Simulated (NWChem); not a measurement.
ZnH$_{4}$O$_{2}$F$_{2}$; SMILES [OH2]->[Zn](<-[OH2])([F])[F]

```xyz
9

Zn     0.0994     0.0049     0.2117
F     -0.0596    -1.2683     1.5143
F      0.7125     1.6494    -0.2927
O     -1.6622     0.9756    -0.5360
H     -0.9830     1.6888    -0.6427
H     -2.3135     1.3089     0.0923
O      0.3531    -1.7912    -0.8821
H     -0.3659    -2.1018    -1.4448
H      0.1929    -2.1646     0.0192
```
Atoms are numbered in this order, from 1.

All runs: NWChem. Pople sets run with spherical d functions. Geometry: optimised at PBE0/def2-SVP. Not confirmed as a minimum by frequencies. Vzz is the largest principal value of the second derivative of the potential at the nucleus (NWChem prints the opposite sign); η is the asymmetry. Non-relativistic.

| level | Vzz Zn1 (a.u.) | η Zn1 | Vzz O4 (a.u.) | η O4 | Vzz O7 (a.u.) | η O7 |
|---|---|---|---|---|---|---|
| CAM-B3LYP/def2-SVP | -0.858 | 0.26 | -1.414 | 0.91 | -1.425 | 0.90 |
| PBE0/6-31G* | -0.877 | 0.26 | -1.361 | 0.88 | -1.365 | 0.87 |
| PBE0/def2-SVP | … | 0.25 | -1.407 | 0.92 | -1.417 | 0.90 |

**Question.** Fill in the missing entries.

**Answer.** 
- PBE0/def2-SVP, Vzz Zn1 (a.u.): -0.843
